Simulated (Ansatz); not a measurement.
```xyz
4

F     1.2280    0.2231    1.2456
Ga   -0.0713   -0.1588    0.1405
I    -0.0918    1.2208   -1.8985
H    -1.0649   -1.2852    0.5125
```

Charge 0, multiplicity 1. I: def2 effective core potential.

Q: List the PBE0/def2-TZVPP orbital energies in eV (Ansatz). (An estimate is asked.)

A: The calculation gave: Occupied: -10148.46, -1254.26, -1110.45, -1110.35, -1110.32, -672.95, -188.03, -152.62, -133.93, -133.76, -133.72, -105.63, -105.40, -105.32, -53.04, -52.98, -52.95, -52.81, -52.80, -31.87, -24.70, -24.63, -24.57, -24.50, -24.34, -19.61, -13.60, -11.43, -11.24, -11.04, -9.29, -8.25, -8.04. Lowest empty: -1.72, -1.24, 0.58, 2.49, 2.91, 3.84, 4.05, 4.21.
